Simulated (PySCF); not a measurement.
Compound: C6H10O.
Numbering: `[CH2:1]1[CH2:2][CH2:3][C@H:4]2[O:5][C@H:6]2[CH2:7]1` (hydrogens: H8, H9 on C1; H10, H11 on C2; H12, H13 on C3; H14 on C4; H15 on C6; H16, H17 on C7)

The same species was optimised twice, with GFN2-xTB and with PBE0-D3(BJ)/def2-SVP (PySCF), and the same property calculations (PySCF, gas phase) were run on both structures.

```json
{"coordinate": "C4–O5 (Å)", "GFN2-xTB": "1.404", "PBE0-D3(BJ)/def2-SVP": "1.419", "change": "+0.015"}
{"coordinate": "O5–C6 (Å)", "GFN2-xTB": "1.399", "PBE0-D3(BJ)/def2-SVP": "1.411", "change": "+0.012"}
{"coordinate": "C6–C7 (Å)", "GFN2-xTB": "1.512", "PBE0-D3(BJ)/def2-SVP": "1.506", "change": "-0.006"}
{"coordinate": "C3–C4 (Å)", "GFN2-xTB": "1.516", "PBE0-D3(BJ)/def2-SVP": "1.512", "change": "-0.004"}
{"coordinate": "C4–C6 (Å)", "GFN2-xTB": "1.466", "PBE0-D3(BJ)/def2-SVP": "1.470", "change": "+0.004"}
{"coordinate": "C1–C7 (Å)", "GFN2-xTB": "1.527", "PBE0-D3(BJ)/def2-SVP": "1.525", "change": "-0.002"}
{"coordinate": "C1–C2 (Å)", "GFN2-xTB": "1.526", "PBE0-D3(BJ)/def2-SVP": "1.524", "change": "-0.002"}
{"coordinate": "C2–C3 (Å)", "GFN2-xTB": "1.529", "PBE0-D3(BJ)/def2-SVP": "1.529", "change": "0.000"}
{"coordinate": "C1–C2–C3 (°)", "GFN2-xTB": "110.0", "PBE0-D3(BJ)/def2-SVP": "112.4", "change": "+2.4"}
{"coordinate": "O5–C6–C7 (°)", "GFN2-xTB": "118.4", "PBE0-D3(BJ)/def2-SVP": "116.3", "change": "-2.1"}
{"coordinate": "C2–C3–C4 (°)", "GFN2-xTB": "111.8", "PBE0-D3(BJ)/def2-SVP": "113.4", "change": "+1.6"}
{"coordinate": "C3–C4–O5 (°)", "GFN2-xTB": "117.5", "PBE0-D3(BJ)/def2-SVP": "115.9", "change": "-1.6"}
{"coordinate": "C2–C1–C7 (°)", "GFN2-xTB": "110.0", "PBE0-D3(BJ)/def2-SVP": "110.8", "change": "+0.8"}
{"coordinate": "C1–C7–C6 (°)", "GFN2-xTB": "111.3", "PBE0-D3(BJ)/def2-SVP": "111.9", "change": "+0.6"}
{"coordinate": "C4–O5–C6 (°)", "GFN2-xTB": "63.1", "PBE0-D3(BJ)/def2-SVP": "62.6", "change": "-0.5"}
{"coordinate": "C4–C6–O5 (°)", "GFN2-xTB": "58.6", "PBE0-D3(BJ)/def2-SVP": "58.9", "change": "+0.3"}
```

Rotational constants: A = 3949, B = 3182, C = 2121 MHz (GFN2-xTB) against A = 3890, B = 3198, C = 2126 MHz (PBE0-D3(BJ)/def2-SVP). Point groups within 0.08 Å: C1 and C1.

On the GFN2-xTB structure: lowest singlet, TDDFT (eV) 7.68 [CAM-B3LYP/def2-SVPD]; lowest triplet, Tamm–Dancoff (eV) 7.51 [CAM-B3LYP/def2-SVPD]; isotropic polarisability (au) 68.3 [CAM-B3LYP/def2-SVPD]; HOMO (eV) -9.14 [CAM-B3LYP/def2-SVPD]; LUMO (eV) 1.39 [CAM-B3LYP/def2-SVPD]; dipole (D) 2.00 [CAM-B3LYP/def2-SVPD]; HOMO (eV) -7.59 [PBE0/pcSseg-1]; LUMO (eV) 1.45 [PBE0/pcSseg-1]; dipole (D) 1.91 [PBE0/pcSseg-1]; GIAO shielding of C1/C2 (mean) (ppm) 163.0 [PBE0/pcSseg-1]; GIAO shielding of C3/C7 (mean) (ppm) 157.1 [PBE0/pcSseg-1]; GIAO shielding of C4/C6 (mean) (ppm) 137.5 [PBE0/pcSseg-1]; GIAO shielding of O5 (ppm) 298.7 [PBE0/pcSseg-1].

Question: What do these properties become on the PBE0-D3(BJ)/def2-SVP structure?

Answer: 
| property | level | on GFN2-xTB | on PBE0-D3(BJ)/def2-SVP | change |
| --- | --- | --- | --- | --- |
| lowest singlet, TDDFT (eV) | CAM-B3LYP/def2-SVPD | 7.68 | 7.64 | -0.04 |
| lowest triplet, Tamm–Dancoff (eV) | CAM-B3LYP/def2-SVPD | 7.51 | 7.48 | -0.03 |
| isotropic polarisability (au) | CAM-B3LYP/def2-SVPD | 68.3 | 69.3 | +1.0 |
| HOMO (eV) | CAM-B3LYP/def2-SVPD | -9.14 | -9.13 | +0.01 |
| LUMO (eV) | CAM-B3LYP/def2-SVPD | 1.39 | 1.37 | -0.02 |
| dipole (D) | CAM-B3LYP/def2-SVPD | 2.00 | 2.00 | 0.00 |
| energy, GFN2-xTB geometry as zero (kcal/mol) | CAM-B3LYP/def2-SVPD | 0.0 | -1.0 | -1.0 |
| HOMO (eV) | PBE0/pcSseg-1 | -7.59 | -7.58 | +0.01 |
| LUMO (eV) | PBE0/pcSseg-1 | 1.45 | 1.38 | -0.07 |
| dipole (D) | PBE0/pcSseg-1 | 1.91 | 1.91 | 0.00 |
| energy, GFN2-xTB geometry as zero (kcal/mol) | PBE0/pcSseg-1 | 0.0 | -0.9 | -0.9 |
| GIAO shielding of C1/C2 (mean) (ppm) | PBE0/pcSseg-1 | 163.0 | 162.7 | -0.3 |
| GIAO shielding of C3/C7 (mean) (ppm) | PBE0/pcSseg-1 | 157.1 | 157.0 | -0.1 |
| GIAO shielding of C4/C6 (mean) (ppm) | PBE0/pcSseg-1 | 137.5 | 134.6 | -2.9 |
| GIAO shielding of O5 (ppm) | PBE0/pcSseg-1 | 298.7 | 292.5 | -6.2 |

The heavy atoms differ by 0.044 Å rms after alignment. Among bonds between heavy atoms C4–O5 changes most (+0.015 Å). Changes are differences of the printed values. Neither structure is proved a minimum here.
